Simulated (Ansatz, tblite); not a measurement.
Adding an electron: the cluster WS₂⁺ (the lowest doublet isomer of a short search). Charge 1, multiplicity 2. Geometry: PBE-D4/def2-TZVP. Ansatz, gas phase; energy differences of separate SCF runs; the reduced species is a triplet (the singlet lies 0.43 eV higher at PBE0-D4/def2-TZVP).

Cartesian coordinates in Å:
```
W 0.753 0.190 0.355
S -0.864 -0.807 1.237
S 0.111 0.617 -1.592
```

In the def2 sets W takes a core potential; there is no spin–orbit coupling. The xTB rows come from tblite. The structure comes from a short search, and lower isomers may exist.

```json
{"level": "GFN1-xTB", "−HOMO (eV)": "–", "−LUMO (eV)": "–", "vertical EA (eV)": "12.31", "HOMO–LUMO gap (eV)": "–", "remarks": "–"}
{"level": "GFN2-xTB", "−HOMO (eV)": "–", "−LUMO (eV)": "–", "vertical EA (eV)": "13.88", "HOMO–LUMO gap (eV)": "–", "remarks": "–"}
{"level": "PBE0-D4/def2-TZVP", "−HOMO (eV)": "12.88", "−LUMO (eV)": "9.74", "vertical EA (eV)": "7.93", "HOMO–LUMO gap (eV)": "3.15", "remarks": "spin-contaminated (⟨S²⟩ 0.84) (+1 doublet)"}
```

Problem. Estimate the rows for PBE-D4/def2-TZVP, r2SCAN-D4/def2-TZVP.

Solution. 
```csv
level,−HOMO (eV),−LUMO (eV),vertical EA (eV),HOMO–LUMO gap (eV)
PBE-D4/def2-TZVP,11.94,10.51,7.69,1.43
r2SCAN-D4/def2-TZVP,12.09,10.49,7.92,1.60
```

  HOMO and LUMO are the levels of the spin that leaves or enters (xTB has no such levels and no spin-polarisation term). Other spin states of the ions may lie lower, which would lower the ionisation energy or raise the affinity. Raw xTB energy differences between charge states are shifted by several eV; the methods need an empirical correction for them.
